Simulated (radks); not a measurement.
Task: The mean radii <r> (bohr) of the occupied orbitals of an atom or ion are listed with their occupations. Calculated with a radial shooting solver on a logarithmic mesh with Libxc functionals: scalar-relativistic Kohn-Sham, XLYP, spin-polarised, spherical densities, finite nucleus; Fermi nuclear charge, rms radius of each element as measured or else 0.836 A^(1/3) + 0.57 fm.

orbital  occ.      <r>
1s up       1  0.05408
1s down     1  0.05408
2s up       1   0.2451
2s down     1   0.2447
2p up       3   0.2155
2p down     3   0.2151
3s up       1   0.7277
3s down     1   0.7313
3p up       3   0.7566
3p down     3   0.7624
3d up       5   0.8428
3d down     1   0.8671
4p up       1    2.308

Name the element and its charge. Open shells, if any, are filled with parallel spins first.

Result: Z = 28, nickel, charge +3: Ni3+ in [Ar] 3d6 4p1. The 1s radius gives Z: for a bare nucleus <r> = (2 gamma + 1)/(2Z) with gamma = sqrt(1 - (Z/c)^2), 0.05282 bohr for Z = 28, and screening makes it slightly larger (0.05408 here). The occupations add up to 25, and the charge is Z minus that.
